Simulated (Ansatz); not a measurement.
`[Br][InH][CH]1C=N1`, 8 atoms. The species carries charge 0 and has multiplicity 1. Correlated methods include outer-core shells of Br, In, which these sets cover unevenly. Scalar relativity is left out up to krypton. In takes the def2 core potential. All runs use 4 threads of an Intel Xeon Platinum 8488C on a shared host. Correlated methods freeze the cores.

Question: Give the basis size and wall time and peak host memory of each of these runs in Ansatz. direct RPA on PBE orbitals/def2-TZVPP energy; RKS PBE0-D4/def2-SVP energy; RKS BLYP-D4/def2-TZVPP energy; RKS r2SCANh-D4/def2-TZVPP energy; RHF-MP2/def2-QZVPP energy; RKS PBE0-D4/def2-TZVP frequencies; RKS r2SCAN0-D4/def2-TZVPP energy; RKS PBE-D4/def2-TZVPP energy and forces; RHF-CCSD(T)/def2-TZVPP energy; RKS ωB97M-V/def2-QZVPP energy; RKS ωB97M-V/def2-SVP energy; RKS PBE0-D4/def2-QZVPP energy. (An estimate is asked.)

Answer: Computed: Other jobs shared the machine, so times are rough.

```csv
level,job,functions,wall time,peak host memory (GiB)
RKS PBE0-D4/def2-SVP,energy,115,1.1 s,0.29
RKS BLYP-D4/def2-TZVPP,energy,233,1.8 s,0.33
RKS PBE-D4/def2-TZVPP,energy and forces,233,1.9 s,0.33
RKS ωB97M-V/def2-SVP,energy,115,3.8 s,0.42
RKS r2SCAN0-D4/def2-TZVPP,energy,233,3.9 s,0.81
RKS r2SCANh-D4/def2-TZVPP,energy,233,4 s,0.78
direct RPA on PBE orbitals/def2-TZVPP,energy,233,4.4 s,0.65
RKS PBE0-D4/def2-QZVPP,energy,432,6.5 s,1.8
RKS ωB97M-V/def2-QZVPP,energy,432,14 s,2.1
RHF-MP2/def2-QZVPP,energy,432,24 s,2.5
RKS PBE0-D4/def2-TZVP,frequencies,209,2 min,0.7
RHF-CCSD(T)/def2-TZVPP,energy,233,2.3 min,4.8
```
